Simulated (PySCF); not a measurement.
Electron correlation in N⁺ (nitrogen, charge +1)

[He] 2s2 2p2, high-spin 3P determinant. Calculation: PySCF 2.14, in cc-pVTZ-DK; scalar relativity by spin-free X2C-1e. Frozen: 1s2; 4 electrons correlated.

MP2 pair energies summed by pair of shells (mhartree):

```json
{"pair": "2s-2p", "energy": "-43.69", "share (%)": "61.1"}
{"pair": "2s-2s", "energy": "-20.36", "share (%)": "28.5"}
{"pair": "2p-2p", "energy": "-7.48", "share (%)": "10.5"}
```

Total MP2 correlation energy: -71.53 mhartree.

Same-spin part -12.92 and opposite-spin part -58.60 mhartree; SCS-MP2 scales them by 1/3 and 6/5 to -74.63 mhartree.

| level | correlation energy (mhartree) |
| --- | --- |
| CCSD | -92.55 |
| (T) | -1.60 |
| CCSD(T) | -94.15 |

Diagnostics: T1 = 0.0063, D1 = 0.0123, largest double amplitude 0.119.

Cost of the coupled-cluster step: 0.28 s of wall time on 1 thread of Neoverse-V1 (shared host), for 4 correlated electrons.
